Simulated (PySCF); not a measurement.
## Working out the ionisation energy of Tc⁺

Tc⁺ [Kr] 4d5 5s1 (7S) → Tc²⁺ [Kr] 4d5 (6S). Calculation: PySCF 2.14, in cc-pVDZ-PP with ECP28MDF; a scalar-relativistic core potential. Frozen: 4s2 4p6. Energies in hartree (1 hartree = 27.21139 eV):

```json
{"part": "UHF", "Tc⁺ (lower)": "-79.641774", "Tc²⁺ (upper)": "-79.119777"}
{"part": "MP2 opposite-spin", "Tc⁺ (lower)": "0.000000", "Tc²⁺ (upper)": "0.000000"}
{"part": "MP2 same-spin", "Tc⁺ (lower)": "-0.058007", "Tc²⁺ (upper)": "-0.041470"}
```

Problem. What does Hartree-Fock give?

Solution. (-79.119777) − (-79.641774) = 0.521997 hartree = 14.204 eV.

Problem. What do MP2 and SCS-MP2 (6/5 opposite-spin, 1/3 same-spin) give?

Solution. The opposite-spin parts differ by 0.000 eV and the same-spin parts by 0.450 eV. MP2: 14.204 + (0.000) + (0.450) = 14.654 eV. SCS-MP2: 14.204 + 1.2 × (0.000) + (0.450)/3 = 14.354 eV.

Reference: 15.26 eV (semi-empirical (NIST evaluation); NIST Atomic Spectra Database, ionization energies).

A double-zeta basis recovers only part of the correlation energy.

What remains against the reference includes basis incompleteness, the frozen core and correlation beyond second order.
